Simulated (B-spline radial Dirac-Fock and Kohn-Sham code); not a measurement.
Auger decay of the L3 hole in Pm⁺

System: promethium as Pm⁺, [Xe] 4f5 6s1.

These are calculated numbers from a radial atomic solver; the model is a relativistic independent-particle model: LDA orbitals of the hole state, radiative multipoles to third order, Auger rates from the Coulomb interaction with a continuum orbital, Dirac-Fock energies. Kinetic energies are configuration averages from the vacuum level; the two-hole energies are estimated from single-hole states.

```tsv
transition	kinetic energy (eV)	width (meV)	share (%)
L3-M1M3	3396.2	87.8	3.0
L3-M2M3	3568.6	149	5.0
L3-M3M3	3681.9	200	6.7
L3-M2M5	3895.2	91.6	3.1
L3-M3M4	3986.6	215	7.2
L3-M3M5	4014.0	318	10.7
L3-M4M4	4289.5	32.5	1.1
L3-M4M5	4312.4	625	21.1
L3-M5M5	4337.8	415	14.0
L3-M3N3	4818.9	71.8	2.4
L3-M3N4	4935.0	37.4	1.3
L3-M3N5	4939.6	54.3	1.8
L3-M5N3	5149.7	50.7	1.7
L3-M4N5	5246.8	81.3	2.7
L3-M5N4	5266.1	97.5	3.3
L3-M5N5	5271.3	122	4.1
```

The listed channels hold 89 % of the non-radiative rate. Summed by principal shells, of 2.96 eV in all: LMM 73.2 %, LMN 23.5 %, LNN 1.9 %, LMO 1.3 %, LNO 0.2 %.
